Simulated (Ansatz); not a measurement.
Potential energy curve for BrLi, singlet.

RKS-PBE = restricted PBE/cc-pVDZ in Ansatz (a quantum-chemistry and plane-wave program); UKS-PBE = Ansatz with unrestricted PBE/cc-pVDZ; UKS-B3LYP = unrestricted B3LYP/cc-pVDZ run with Ansatz; FCI = full CI/cc-pVDZ, cores with 3d frozen (Ansatz).

Energies relative to the lowest point of each curve between 1.80 and 2.78 Å, where full CI is lowest, in kJ/mol; the last columns give the error against full CI:

```
R / Å  RKS-PBE  UKS-PBE  UKS-B3LYP    FCI  RKS-PBE − FCI  UKS-PBE − FCI  UKS-B3LYP − FCI
-----  -------  -------  ---------  -----  -------------  -------------  ---------------
1.80     101.4    101.4       99.5  114.0          -12.6          -12.6            -14.5
1.95      33.2     33.2       31.8   39.9           -6.7           -6.7             -8.1
2.08       7.0      7.0        6.2   10.0           -3.1           -3.1             -3.8
2.17       0.4      0.4        0.1    1.6           -1.2           -1.2             -1.5
2.24       0.0      0.0        0.0    0.0            0.0            0.0              0.0
2.38       7.7      7.7        8.4    6.2            1.6            1.6              2.2
2.42      11.5     11.5       12.3    9.6            1.8            1.8              2.7
2.50      20.4     20.4       21.7   18.3            2.2            2.2              3.4
2.59      32.3     32.3       34.0   30.0            2.3            2.3              4.0
2.69      46.9     46.9       49.0   44.8            2.1            2.1              4.2
2.78      60.8     60.8       63.4   59.2            1.7            1.7              4.2
2.94      86.4     86.4       89.6   85.9            0.4            0.4              3.6
3.13     116.4    116.4      120.4  118.1           -1.7           -1.7              2.3
3.34     147.9    147.9      152.8  152.6           -4.7           -4.7              0.3
3.62     185.7    185.7      192.1  195.3           -9.6           -9.6             -3.2
4.00     228.6    228.6      237.3  246.3          -17.7          -17.7             -9.0
4.40     263.4    261.6      273.9  291.0          -27.6          -29.4            -17.1
4.93     296.1    288.9      303.8  337.1          -41.0          -48.1            -33.2
5.47     318.1    305.4      322.1  368.3          -50.3          -62.9            -46.2
6.19     336.4    318.1      336.6  382.9          -46.5          -64.8            -46.3
7.26     351.3    328.1      348.1  385.3          -34.0          -57.2            -37.2
8.51     359.9    334.1      354.9  385.5          -25.7          -51.4            -30.6
```

RKS-PBE is furthest from FCI at 5.47 (-50.3 kJ/mol, below); its mean absolute error over the points is 13.4 kJ/mol.

UKS-PBE is furthest from FCI at 6.19 (-64.8 kJ/mol, below); its mean absolute error over the points is 17.4 kJ/mol.

UKS-B3LYP is furthest from FCI at 6.19 (-46.3 kJ/mol, below); its mean absolute error over the points is 12.6 kJ/mol.

The restricted form behind RKS-PBE keeps the bonding electrons paired and can't separate into open-shell fragments. The unrestricted determinant behind UKS-PBE, UKS-B3LYP is spin-contaminated at 4.40 to 8.51 Å (<S²> up to 0.6, against 0.00 for a pure singlet).
